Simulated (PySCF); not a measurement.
## A thermochemical cycle for SrSe

PBE0 in PySCF with def2-SVP on every atom (core potentials on Sr), for the lowest determinant that a PBE0 search found; no spin–orbit coupling. SrSe, a singlet (closed shell), has De = 3.26 eV to neutral atoms, and SrSe⁺, a doublet (π ↑), has De = 2.54 eV to Sr⁺ + Se.

The adiabatic ionisation energy of SrSe, between the minima, is 6.33 eV.

Problem. Which ionisation energy of the Sr atom does this level give?

Solution. IE(Sr) = IE(molecule) + De(ion) − De(neutral) = 6.33 + 2.54 − 3.26 = 5.61 eV; the measured value is 5.695 eV (NIST ASD).

Spin–orbit coupling is left out. For an ion De counts to the pair picked by the measured ionisation energies or electron affinities, which need not be the lowest pair at this level. States were picked by a PBE0 search and need not be the measured ground states.
